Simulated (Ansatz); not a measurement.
Consider the ligand exchange at the Al–S bond: `[CH3][Al]([F])[S][SiH3]` + CH₃SH → `C[S][Al]([CH3])[F]` + `[SiH3]S`.

Gas-phase electronic energies from Ansatz, PBE0-D4/def2-TZVP geometries. CBS: MP2 limit from def2 TZ/QZ plus the TZ coupled-cluster correction, frozen cores. This one scheme is used for every species. Functionals use def2-TZVPP. Each species was taken in one conformer, which may not be the lowest.

(1) Is it downhill or uphill in electronic energy at CCSD(T)/CBS, and by how much? (An estimate is asked.)

(2) What do these levels give: PBE-D4, r2SCAN-D4, B2PLYP, PBE, r2SCAN, PBE0, HF/def2-TZVPP, MP2/def2-TZVPP, CCSD/def2-TZVPP, HF/def2-QZVPP, MP2/def2-QZVPP, HF/CBS(def2)? (Best estimate.)

Largest T1 diagnostic among the species: 0.012.

## Answers

(1) Ansatz gave: Uphill: ΔE = +15.6 kJ/mol.

(2) Ansatz gave: PBE-D4 13.8, r2SCAN-D4 15.2, B2PLYP 13.9, PBE 12.4, r2SCAN 14.9, PBE0 14.5, HF/def2-TZVPP 16.0, MP2/def2-TZVPP 16.9, CCSD/def2-TZVPP 15.5, HF/def2-QZVPP 16.0, MP2/def2-QZVPP 17.0, HF/CBS(def2) 16.0 kJ/mol.
